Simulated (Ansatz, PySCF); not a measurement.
C₅H₈O₃, SMILES C=CC(=O)OCCO. Atoms are numbered in the order given.

```xyz
16

C      3.3545     0.5598     0.2176
C      2.2201     0.6960    -0.4710
C      1.0119    -0.0697    -0.0834
O      0.9407    -0.8475     0.8340
O     -0.0141     0.2146    -0.9019
C     -1.2395    -0.4580    -0.6504
C     -2.0575     0.2497     0.4207
O     -3.3003    -0.3664     0.6008
H      4.2583     1.1123    -0.0493
H      3.3918    -0.1212     1.0731
H      2.1296     1.3622    -1.3325
H     -1.7795    -0.4545    -1.6099
H     -1.0490    -1.4975    -0.3454
H     -1.5208     0.1846     1.3789
H     -2.1426     1.3234     0.1613
H     -3.8425    -0.1909    -0.1750
```

The structure is a stationary point at PBE0-D3(BJ)/def2-SVP. One conformer was computed; it need not be the lowest.

Two levels are set side by side: PBE-D3(BJ)/def2-SVP (Ansatz, a quantum-chemistry and plane-wave program) and PBE0-D3(BJ)/def2-SVP (Ansatz). Each level has its own optimised geometry; the coordinates shown are those of the second. Frequencies come from the Hessian of PySCF at each geometry. Differences are taken from unrounded values.

```csv
quantity,PBE0-D3(BJ),PBE-D3(BJ),PBE-D3(BJ) minus PBE0-D3(BJ)
mean bond length (Å),1.224,1.235,0.011
bond C1–C2 (Å),1.334,1.345,0.011
bond C2–C3 (Å),1.482,1.488,0.006
bond C3–O4 (Å),1.205,1.219,0.014
bond C3–O5 (Å),1.343,1.364,0.022
bond O5–C6 (Å),1.420,1.436,0.016
bond C6–C7 (Å),1.522,1.534,0.011
bond C7–O8 (Å),1.399,1.413,0.014
bond C1–H9 (Å),1.092,1.100,0.008
bond C1–H10 (Å),1.094,1.102,0.008
bond C2–H11 (Å),1.093,1.101,0.008
bond C6–H12 (Å),1.101,1.110,0.009
bond C6–H13 (Å),1.100,1.109,0.009
bond C7–H14 (Å),1.100,1.109,0.009
bond C7–H15 (Å),1.108,1.118,0.010
bond O8–H16 (Å),0.963,0.975,0.012
highest harmonic wavenumber (cm⁻¹),3882,3699,-183
mean harmonic wavenumber (cm⁻¹),1358,1307,-51
zero-point energy (kcal/mol),81.56,78.47,-3.09
```

Exact exchange shortens and stiffens bonds; PBE has none. Differences between two approximate levels are no errors against the true value.
